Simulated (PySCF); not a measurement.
Species: [Te3]2- (charge -2).
Cartesian coordinates in Å at the PBE0-D3(BJ)/def2-SVP level; atoms count from 1:
```xyz
3
Te3 angstrom
Te    -1.943   -1.290   -0.774
Te     0.306   -0.587    0.733
Te     1.621    1.780    0.021
```

Computed with PySCF 2.14.0, PBE0-D3(BJ)/def2-SVP geometry optimisation, gas phase, def2 core potentials past Kr.

Take the most abundant isotopes and a rigid rotor. 

(1) What are A, B and C (MHz)?

(2) Classify the top.

Results:

(1) Ia = 185.29, Ib = 1478.14, Ic = 1663.44 u·Å²; 505379 MHz·u·Å²/I gives A = 2727, B = 341.9, C = 303.8 MHz.

(2) A near-prolate asymmetric top. Ray's parameter κ = (2B − A − C)/(A − C) = -0.969; −1 is the prolate and +1 the oblate limit.

The dipole components (about the centre of mass, as the species is charged) are |μa| = 0.00 D, |μb| = 2.07 D, |μc| = 0.00 D. The nuclei that the symmetry axis exchanges have no spin, so part of the rotational levels is missing.

Problem. Estimate the classical rotational partition function at 100 K, 298.15 K and 500 K.

Solution. Point group C2v, symmetry number σ = 2; q = (√π/σ)·√((kT/h)³/(ABC)), k/h = 20836.6 MHz/K: 158000 at 100 K, 815000 at 298.15 K, 1770000 at 500 K.

Not checked by PBE0-D3(BJ)/def2-SVP frequencies. Whether so highly charged an anion holds all its electrons in the gas phase wasn't checked; a finite basis holds them in any case. The ion is multiply charged and computed without counter-ions or solvent. Zero-point vibration and centrifugal distortion are left out.
